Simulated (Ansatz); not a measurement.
`[GeH3][SnH3]` + H₂Se → `[GeH3][SeH]` + `[SnH4]` at 298.15 K and 1 bar (cleavage of the Ge–Sn bond).

Gas-phase electronic energies from Ansatz, PBE0-D4/def2-TZVP geometries. CCSD(T)/CBS is the MP2 limit (def2-TZVPP, def2-QZVPP) plus CCSD(T) − MP2 in def2-TZVPP, frozen cores. def2 core potentials past Kr. For Ge, Se, Sn outer-core shells are correlated without core-valence functions, which leaves a few kJ/mol of doubt a bond. Scalar relativity is left out up to krypton.

```
       species  CCSD(T)/CBS energy (Eh)  H − E (kJ/mol)  S (J/(mol·K))
`[GeH3][SnH3]`              -2293.72326           131.1          319.6
          H₂Se              -2401.89790            45.8          219.1
 `[GeH3][SeH]`              -4479.23116            96.5          300.6
      `[SnH4]`               -216.39156            79.6          228.5
```

H − E and S are ideal-gas, rigid-rotor, harmonic terms from PBE0-D4/def2-TZVP. 1 Eh = 2625.50 kJ/mol, R = 8.31446 J/(mol·K).

Task: By hand: ΔE, ΔH, ΔS and ΔG.

Result: ΔE = (-4479.23116) + (-216.39156) − (-2293.72326) − (-2401.89790) = -0.00156 Eh = -4.1 kJ/mol. Δ(H − E) = 96.5 + 79.6 − 131.1 − 45.8 = -0.8, so ΔH = -4.9 kJ/mol. ΔS = 300.6 + 228.5 − 319.6 − 219.1 = -9.6 J/(mol·K). ΔG = -4.9 − 298.15 × (-9.6)/1000 = -2.0 kJ/mol.

Task: By hand: the equilibrium constant, and the temperature at which ΔG would vanish if ΔH and ΔS stayed fixed.

Result: log₁₀ K = −ΔG/(RT ln 10) = 0.4. ΔG = 0 at ΔH/ΔS = 510 K, though so small a ΔH makes that figure unsure.

TΔS isn't small against ΔH here. The sign of ΔG lies within the doubt. A doubt of 5 kJ/mol in ΔE shifts log₁₀ K by 0.9 here. These are equilibria of isolated gas molecules and say nothing of rates. Largest T1 diagnostic: 0.013 (customary marks: 0.02 for closed shells, 0.045 for open ones).
